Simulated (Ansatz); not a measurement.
(H2Ga-mu-Cl)2 (Ga2H4Cl2). The state is a triplet with charge 0. Geometry PBE-D4/def2-SVP, that of the neutral singlet; atoms count from 1.

| atom | x (Å) | y (Å) | z (Å) |
| --- | --- | --- | --- |
| Ga1 | -1.161 | 0.482 | -1.135 |
| H2 | -2.128 | 1.583 | -0.588 |
| H3 | -1.029 | -0.274 | -2.498 |
| Cl4 | 1.051 | 1.203 | -0.564 |
| Ga5 | 1.161 | -0.482 | 1.135 |
| H6 | 1.030 | 0.273 | 2.499 |
| H7 | 2.127 | -1.583 | 0.587 |
| Cl8 | -1.051 | -1.203 | 0.565 |

At PBE0-D4/def2-TZVP a singlet of charge 0 lies 6.03 eV below the triplet at the same geometry.

Question: Estimate the Mulliken populations from the PBE0/def2-TZVP orbitals of Ansatz.

Answer: 
```json
{"atom": "Ga1", "charge (e)": "0.10", "spin (α − β)": "0.54"}
{"atom": "H2", "charge (e)": "0.03", "spin (α − β)": "0.14"}
{"atom": "H3", "charge (e)": "0.03", "spin (α − β)": "0.14"}
{"atom": "Cl4", "charge (e)": "-0.16", "spin (α − β)": "0.17"}
{"atom": "Ga5", "charge (e)": "0.10", "spin (α − β)": "0.54"}
{"atom": "H6", "charge (e)": "0.03", "spin (α − β)": "0.14"}
{"atom": "H7", "charge (e)": "0.03", "spin (α − β)": "0.14"}
{"atom": "Cl8", "charge (e)": "-0.16", "spin (α − β)": "0.17"}
```
Mulliken values and Mayer orders depend strongly on the basis.

Question: Where does the spin sit?

Answer: Summed by element: Ga 1.09, H 0.57, Cl 0.34, of 2 unpaired in all. Largest on single atoms: Ga1 0.54, Ga5 0.54, Cl8 0.17.

Question: And the Mayer bond orders between bonded heavy atoms (over 0.3)?

Answer: Ga1–Cl4 0.58 (2.40 Å); Ga1–Cl8 0.58 (2.40 Å); Cl4–Ga5 0.58 (2.40 Å); Ga5–Cl8 0.58 (2.40 Å). Values over 0.3 also appear between atoms too far apart for a bond (Ga1–Ga5 0.41 at 3.39 Å); they arise where an orbital or an unpaired electron spreads over both atoms.
